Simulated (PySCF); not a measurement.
Compound: C2H6SeSi2.
Geometry (PBE0-D3(BJ)/def2-SVP, Å), atoms numbered from 1 in this order:
```
atom  x, y, z in Å
C1     1.6942   -1.7986    0.4730
C2     1.5191   -0.6134    0.2577
Si3    1.1763    1.1541   -0.0740
Se4   -0.6631    1.3623   -1.4099
Si5   -1.9787   -0.0159   -0.1411
H6     1.8550   -2.8455    0.6596
H7     0.9627    1.8431    1.2306
H8     2.3110    1.7761   -0.8099
H9    -3.3855    0.3019   -0.5201
H10   -1.6929   -1.4520   -0.4211
H11   -1.7598    0.2625    1.3096
```

The calculation used PBE0-D3(BJ)/def2-SVP geometry optimisation, gas phase (PySCF).

Take the most abundant isotopes and a rigid rotor. The values belong to one conformer with, in the numbering `[CH:1]#[C:2][SiH2:3][Se:4][SiH3:5]`, C2–Si3–Se4–Si5 50°.

Problem. Give the principal moments of inertia and the rotational constants in GHz.

Solution. Ia = 195.49, Ib = 364.24, Ic = 503.60 u·Å²; 505379 MHz·u·Å²/I gives 2585, 1387 and 1004 MHz, that is A = 2.5851, B = 1.3875, C = 1.0035 GHz.

Problem. What kind of rotor is it?

Solution. An asymmetric top. Ray's parameter κ = (2B − A − C)/(A − C) = -0.514; −1 is the prolate and +1 the oblate limit.

Problem. What does the inertial defect say?

Solution. Not planar: Δ = Ic − Ia − Ib = -56.13 u·Å². For a rigid frame Δ = −2 Σ m c², so Σ m c² = 28.07 u·Å² lies off the ab plane: 8.54 from hydrogen and 19.53 from heavier atoms. The atom farthest from that plane is 2.04 Å away.

Problem. List the rotational levels J(Ka,Kc) to J = 2 (K).

Solution. Above 0(0,0), as E/k:
J = 1: 1(0,1) 0.115, 1(1,1) 0.172, 1(1,0) 0.191
J = 2: 2(0,2) 0.340, 2(1,2) 0.383, 2(1,1) 0.439, 2(2,1) 0.611, 2(2,0) 0.615
Those of J = 1 are B + C, A + C and A + B.

Problem. Predict some low-J microwave lines.

Solution. The dipole components are |μa| = 1.14 D, |μb| = 1.02 D, |μc| = 0.15 D. Intensities carry the squares of the components, which stand as 1.00 : 0.80 : 0.02 (a : b : c). Some lines, for components of 0.1 D or more:

| type | branch | J(Ka,Kc) | MHz | lower level (cm⁻¹) |
| --- | --- | --- | --- | --- |
| a | Q | 3(2,1) ← 3(2,2) | 373 | 0.664 |
| c | Q | 3(1,3) ← 3(0,3) | 566 | 0.466 |
| c | Q | 2(1,2) ← 2(0,2) | 892 | 0.237 |
| a | Q | 2(1,1) ← 2(1,2) | 1152 | 0.266 |
| c | Q | 1(1,1) ← 1(0,1) | 1198 | 0.080 |
| a | Q | 3(1,2) ← 3(1,3) | 2293 | 0.485 |
| a | R | 1(0,1) ← 0(0,0) | 2391 | 0.000 |
| c | Q | 3(2,2) ← 3(1,2) | 3072 | 0.561 |
| c | R | 1(1,0) ← 0(0,0) | 3973 | 0.000 |
| b | Q | 2(2,1) ← 2(1,2) | 4745 | 0.266 |
| b | Q | 3(2,2) ← 3(1,3) | 5366 | 0.485 |
| b | R | 3(0,3) ← 2(1,2) | 5987 | 0.266 |
| a | R | 3(1,3) ← 2(1,2) | 6552 | 0.266 |
| c | R | 2(1,1) ← 1(0,1) | 6748 | 0.080 |
| a | R | 3(0,3) ← 2(0,2) | 6879 | 0.237 |
| b | Q | 3(3,1) ← 3(2,2) | 6993 | 0.664 |
| a | R | 3(1,2) ← 2(1,1) | 7694 | 0.305 |
| c | R | 3(2,1) ← 2(1,1) | 11139 | 0.305 |
| c | R | 3(2,2) ← 2(1,2) | 11918 | 0.266 |
| b | R | 3(3,1) ← 2(2,0) | 14088 | 0.427 |

Problem. Estimate the classical rotational partition function at 200 K, 298.15 K and 500 K.

Solution. Point group C1, symmetry number σ = 1; q = (√π/σ)·√((kT/h)³/(ABC)), k/h = 20836.6 MHz/K: 251000 at 200 K, 457000 at 298.15 K, 993000 at 500 K.

Not checked by PBE0-D3(BJ)/def2-SVP frequencies. No vibrational averaging or centrifugal distortion is included, and the geometry carries the error of its method. A rigid rotor knows nothing of internal rotation, which can split or shift real lines.

The run took 87 s wall on one thread of an Arm Neoverse V1, on a shared host, and the process peaked at 0.53 GiB of memory. This is the geometry optimisation.
